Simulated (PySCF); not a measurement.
CH₂BF₃O, singlet, geometry from GFN2-xTB. Base run: PySCF with CAMB3LYP/6-31G, TDDFT.

Input for PySCF:
```python
from pyscf import gto, scf, dft, tdscf

mol = gto.M(
    atom='''
B    -0.46527285    0.76691455    0.96846317
C    -0.05345617   -0.37967231   -0.13021566
F    -1.08875824   -0.81295197   -0.87790493
F     0.50259937   -1.48052429    0.41526395
F     0.86570105    0.09034274   -1.01868338
H    -1.24438412    0.52056097    1.80005278
O     0.08143142    1.95078598    0.90684538
H     0.72415441    2.14481403    0.21608149
''',
    basis='6-31g',
    verbose=4,
)

mf = dft.RKS(mol)
mf.xc = 'camb3lyp'
mf.kernel()
td = mf.TDDFT()
td.nstates = 5
td.kernel()
td.analyze()
```

Variants of this job, named by their change:

```
change                           first excitation (eV)  oscillator strength of the first  second (eV)  core-seconds (rough)
-------------------------------  ---------------------  --------------------------------  -----------  --------------------
base                                              6.55                             0.000         9.25                   100
functional = pbe                                  5.86                             0.000         7.22                    20
functional = bhandhlyp                            6.98                             0.000         9.72                    60
basis = 6-31G*                                    6.64                             0.000         9.39                   200
functional = b3lyp                                6.37                             0.000         8.66                    50
guess vectors = 13 for 5 states                   6.55                             0.000         9.25                    80
conv_tol = 1e-3                                   6.55                             0.000         9.25                    50
nstates = 15                                      6.55                             0.000         9.25                    90
nstates = 2                                       6.55                             0.000         9.25                    80
functional = hf                                   7.89                             0.001        10.71                    10
functional = wb97x                                6.69                             0.000         9.43                   100
```

An iterative solver can miss low states, so a row lists the states that it found.
